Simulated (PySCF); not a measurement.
Pr(III) with different ligands

Computed with PySCF 2.14.0, PBE0, def2-SVP on the ligands, density fitting, scalar-relativistic core potentials, no spin-orbit coupling, vacuum. The metal has lcecp-1-SVP with ECP48. Each complex is relaxed within the symmetry of a template of the same shape. Distances are means of the shortest metal–ligand contacts, charges and spins Mulliken's; removal energies are rigid, with the ligand's formal charge and no counterpoise, so too large; for an anion taken off a cation in vacuum most of it is the attraction of opposite charges, and multiply charged cations can part far more cheaply with an electron moved from ligand to metal. lcecp potentials hold a fixed number of 4f electrons in the core, out of states, spins and gaps.

```json
{"complex": "PrH3(H2O)", "point group": "C1", "M–first ligand (Å)": "2.125", "charge on M (e)": "0.74", "dipole (D)": "3.88", "removal of one first-named ligand (eV)": "9.07", "strongest infrared band, degenerate modes summed (cm⁻¹)": "1367", "unstable modes (below −25 cm⁻¹)": "0"}
{"complex": "PrCl3(H2O)", "point group": "Cs", "M–first ligand (Å)": "2.585", "charge on M (e)": "0.93", "dipole (D)": "5.55", "removal of one first-named ligand (eV)": "8.71", "strongest infrared band, degenerate modes summed (cm⁻¹)": "–", "unstable modes (below −25 cm⁻¹)": "1 (soft)"}
{"complex": "PrH3(NH3)", "point group": "C3v", "M–first ligand (Å)": "2.117", "charge on M (e)": "0.61", "dipole (D)": "6.15", "removal of one first-named ligand (eV)": "8.65", "strongest infrared band, degenerate modes summed (cm⁻¹)": "1325", "unstable modes (below −25 cm⁻¹)": "0"}
{"complex": "PrF3(H2O)", "point group": "Cs", "M–first ligand (Å)": "2.110", "charge on M (e)": "1.25", "dipole (D)": "6.86", "removal of one first-named ligand (eV)": "10.71", "strongest infrared band, degenerate modes summed (cm⁻¹)": "544", "unstable modes (below −25 cm⁻¹)": "0"}
{"complex": "Pr(OH)3(NH3)", "point group": "C1, nearly C3v", "M–first ligand (Å)": "2.157", "charge on M (e)": "0.99", "dipole (D)": "4.25", "removal of one first-named ligand (eV)": "10.08", "strongest infrared band, degenerate modes summed (cm⁻¹)": "464", "unstable modes (below −25 cm⁻¹)": "0"}
{"complex": "PrCl3(NH3)", "point group": "C3v", "M–first ligand (Å)": "2.589", "charge on M (e)": "0.89", "dipole (D)": "4.94", "removal of one first-named ligand (eV)": "8.63", "strongest infrared band, degenerate modes summed (cm⁻¹)": "331", "unstable modes (below −25 cm⁻¹)": "0"}
```

What does the calculation give for PrF3(NH3)?

point group: C3v, M–first ligand (Å): 2.117, charge on M (e): 1.23, dipole (D): 5.91, removal of one first-named ligand (eV): 10.65, strongest infrared band, degenerate modes summed (cm⁻¹): 542, unstable modes (below −25 cm⁻¹): 0.
```xyz
8

Pr    0.1205   -0.1205    0.1205
F     1.1396    1.4300    1.1396
F    -1.4300   -1.1396    1.1396
F     1.1396   -1.1396   -1.4300
N    -1.4088    1.4088   -1.4088
H    -2.0195    2.0195   -0.8630
H    -0.8630    2.0195   -2.0195
H    -2.0195    0.8630   -2.0195
```

Members with unstable modes aren't minima as they stand: saddle points kept by symmetry or, where the modes are soft, flat surfaces and noise. Moved off a saddle point of the template and relaxed again: PrH3(H2O). One start shape was tried for each, so a minimum needn't be the lowest isomer.
